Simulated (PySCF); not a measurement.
SMILES COc1c[c]ccc1 (C7H7O), doublet (GFN2-xTB optimised geometry):

```
15

C     -0.890    -2.497    -0.001
O     -1.503    -1.231     0.000
C     -0.711    -0.124     0.000
C     -1.387     1.109     0.000
C     -0.641     2.241     0.000
C      0.724     2.291     0.000
C      1.385     1.068     0.000
C      0.679    -0.124     0.000
H     -1.705    -3.219    -0.001
H     -0.274    -2.647     0.892
H     -0.276    -2.646    -0.896
H     -2.466     1.107     0.000
H      1.273     3.219     0.000
H      2.466     1.047     0.000
H      1.229    -1.053     0.000
```

Level of theory: PySCF with unrestricted PBE0/def2-TZVP.

Q: What are the frontier orbital energies (α orbitals alone; a β orbital can be the lowest empty one) and the dipole moment?

A: HOMO-2 -7.52 eV, HOMO-1 -7.07 eV, HOMO -6.56 eV, LUMO -0.26 eV, LUMO+1 0.14 eV; dipole moment 2.20 D.

On the same geometry unrestricted PBE/def2-TZVP run with PySCF gives HOMO-2 -6.46 eV, HOMO-1 -5.52 eV, HOMO -5.49 eV, LUMO -1.17 eV, LUMO+1 -0.77 eV; dipole moment 2.26 D.

Meta-Löwdin charges at PBE0/def2-TZVP: C1 -0.13, O2 -0.33, C3 0.22, C4 -0.18, C5 0.00, C6 -0.17, C7 -0.10, C8 -0.20, H9 0.14, H10 0.11, H11 0.11, H12 0.14, H13 0.13, H14 0.13, H15 0.12.
